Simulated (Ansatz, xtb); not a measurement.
Two isomers of C6H4Cl2

We compare a, `C=C1C=C(Cl)C=C1Cl`, a singlet, with b, `C=C1C=C(Cl)C(Cl)=C1`, a singlet. Both are isolated molecules in the gas phase, relaxed with r2SCAN-D4/def2-SVP.

a (Å):

```json
{"atom": "C", "x (Å)": "-1.0627", "y (Å)": "-1.5222", "z (Å)": "-0.7880"}
{"atom": "C", "x (Å)": "-0.1301", "y (Å)": "-0.8274", "z (Å)": "-0.1054"}
{"atom": "C", "x (Å)": "-0.0831", "y (Å)": "-0.5381", "z (Å)": "1.3291"}
{"atom": "C", "x (Å)": "1.0464", "y (Å)": "0.1923", "z (Å)": "1.5428"}
{"atom": "C", "x (Å)": "1.7847", "y (Å)": "0.4175", "z (Å)": "0.2931"}
{"atom": "C", "x (Å)": "1.0754", "y (Å)": "-0.1953", "z (Å)": "-0.6896"}
{"atom": "Cl", "x (Å)": "1.6036", "y (Å)": "0.8069", "z (Å)": "3.0480"}
{"atom": "Cl", "x (Å)": "1.4598", "y (Å)": "-0.2638", "z (Å)": "-2.3626"}
{"atom": "H", "x (Å)": "-0.9687", "y (Å)": "-1.6610", "z (Å)": "-1.8689"}
{"atom": "H", "x (Å)": "-1.9270", "y (Å)": "-1.9594", "z (Å)": "-0.2812"}
{"atom": "H", "x (Å)": "-0.8188", "y (Å)": "-0.8546", "z (Å)": "2.0665"}
{"atom": "H", "x (Å)": "2.7174", "y (Å)": "0.9719", "z (Å)": "0.2013"}
```

b (Å):

```yaml
atoms:
  - { symbol: C, position_ang: [-0.1824, -1.8235, -1.2845] }
  - { symbol: C, position_ang: [0.1845, -0.9404, -0.3285] }
  - { symbol: C, position_ang: [0.2165, -1.1943, 1.1169] }
  - { symbol: C, position_ang: [0.6411, -0.0477, 1.7109] }
  - { symbol: C, position_ang: [0.8938, 0.9735, 0.6707] }
  - { symbol: C, position_ang: [0.6216, 0.4430, -0.5509] }
  - { symbol: Cl, position_ang: [0.8731, 0.2520, 3.3797] }
  - { symbol: Cl, position_ang: [1.4424, 2.5527, 1.0361] }
  - { symbol: H, position_ang: [-0.1758, -1.5464, -2.3425] }
  - { symbol: H, position_ang: [-0.4956, -2.8390, -1.0258] }
  - { symbol: H, position_ang: [-0.0516, -2.1289, 1.6072] }
  - { symbol: H, position_ang: [0.7072, 0.9382, -1.5170] }
```

Energies in hartree; the thermal terms are from GFN2-xTB frequencies at re-optimised GFN2-xTB minima (ideal gas, soft modes damped towards free rotors, one conformer each, 298.15 K, 1 atm) and include the zero-point energy:

|  | a | b |
| --- | --- | --- |
| E, CCSD(T)/def2-SVP | −1149.155585 | −1149.154476 |
| E, MP2/def2-SVP | −1149.056937 | −1149.056052 |
| E, MP2/def2-TZVPP | −1149.898425 | −1149.898265 |
| zero-point energy | 0.076820 | 0.076794 |
| H(298 K) − E | 0.085280 | 0.085248 |
| G(298 K) − E | 0.043975 | 0.044593 |

Correct the CCSD(T) difference for the basis set by the MP2 change, then work out ΔE, ΔE₀, ΔH and ΔG for a → b in kcal/mol (1 Eh = 627.51 kcal/mol) and the equilibrium ratio [b]/[a].

1. Differences b − a: CCSD(T) +0.001109, MP2 in the small set +0.000885, MP2 in the large set +0.000160 Eh.
2. ΔE = +0.001109 + (+0.000160 − (+0.000885)) = +0.000384 Eh = +0.24 kcal/mol.
3. ΔE₀ = ΔE + ΔZPE = +0.000384 + (−0.000026) Eh = +0.22 kcal/mol.
4. ΔH = ΔE + (−0.000032) Eh = +0.22 kcal/mol.
5. ΔG = ΔE + (+0.000618) Eh = +0.63 kcal/mol, so ΔS = (ΔH − ΔG)/T = −5.7 J/(mol K).
6. kT = 0.9442 mEh, so K = [b]/[a] = exp(−ΔG/kT) = exp(−1.06) ≈ 0.35.

The two are too close for this level to say which is favoured. An error of 1 kcal/mol in ΔG would change K by a factor of 5.4. Mirror images and further conformers aren't counted.

As drawn, both hold the same kinds of bond in the same numbers.

Other levels gave ΔE = +0.4 (GFN2-xTB); +1.4 (HF/STO-3G, GFN2-xTB geometries); +0.3 (r2SCAN-D4/def2-SVP//GFN2-xTB); +0.4 (r2SCAN-D4/def2-SVP); +1.0 (HF/def2-SVP); +0.6 (MP2/def2-SVP); +0.7 (CCSD(T)/def2-SVP) kcal/mol. The correlated steps freeze 16 core orbitals. Programs: Ansatz 0.2.0, xtb 6.7.1.
